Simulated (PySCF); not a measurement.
Geometries of 2 isomers of C6H6N2S, from PBE0-D3(BJ)/def2-SVP geometry optimisation, gas phase (PySCF). One conformer each, no zero-point energy, no frequencies.

Task: Which is lower in electronic energy at this level?
A.
```xyz
15
angstrom
N     -2.165   -1.148    0.102
C     -1.324   -0.033    0.127
C     -1.683    1.278    0.333
S     -0.337    2.387    0.382
C      0.772    1.091    0.100
C      2.164    0.833   -0.028
C      2.279   -0.533   -0.198
N      1.030   -1.107   -0.184
C      0.098   -0.123    0.004
H     -2.013   -1.736   -0.713
H     -3.147   -0.902    0.153
H     -2.695    1.662    0.456
H      2.987    1.543   -0.004
H      3.171   -1.142   -0.330
H      0.846   -2.099   -0.203
```
B.
```xyz
15
angstrom
N     -2.228   -0.866   -0.005
C     -1.568    0.249   -0.365
S     -2.324    1.555   -1.031
C     -0.093    0.205   -0.154
C      0.626    1.374    0.106
C      2.001    1.288    0.297
N      2.687    0.148    0.231
C      2.007   -0.963   -0.032
C      0.626   -0.994   -0.226
H     -3.233   -0.881   -0.123
H     -1.786   -1.589    0.546
H      0.098    2.329    0.147
H      2.580    2.193    0.514
H      2.588   -1.890   -0.100
H      0.136   -1.940   -0.469
```

Result: B. That is `NC(=S)c1ccncc1`, 7.3 kcal/mol below the other.

```
          SMILES                                   atoms numbered as above      E (Eh)  relative (kcal/mol)  relative (kJ/mol)  dipole (D)
  NC(=S)c1ccncc1  [NH2:1][C:2](=[S:3])[c:4]1[cH:5][cH:6][n:7][cH:8][cH:9]1  -739.05546                  0.0                0.0        3.87
Nc1csc2cc[nH]c12   [NH2:1][c:2]1[cH:3][s:4][c:5]2[cH:6][cH:7][nH:8][c:9]12  -739.04384                  7.3               30.5        3.50
```

As drawn, the lower has a C=S bond, which the higher lacks.
